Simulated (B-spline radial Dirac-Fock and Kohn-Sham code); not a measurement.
Z = 61 (promethium), transition energy 1480 keV. Model: a Dirac-Hartree-Slater potential of the neutral atom with a Latter tail (no hole, which puts coefficients of high multipoles low close above an edge), finite nucleus with surface currents. Program: an atomic code on a B-spline grid. Subshells that would emit electrons below 1 keV are left out, and so is internal pair formation.

Question: A pure transition shows α(K) = 0.000921, L1/L2 = 16.7 and L1/L3 = 31.2. What is its multipolarity?
A. E1
B. M3
C. M4
D. E4
E. M1
F. E3
G. M2
H. E2

Answer: H. For comparison, α(K), L1/L2, L1/L3 are E1 0.000423, 39.4, 29.7; E3 0.00174, 8.43, 28.8; E4 0.00306, 5.19, 24.0; M1 0.00127, 27.0, 96.3; M2 0.00287, 18.7, 109; M3 0.00519, 13.6, 63.2; M4 0.00883, 10.4, 31.9.

Values without a named source are computed, but for edge energies of neutral atoms, which are taken from tables.
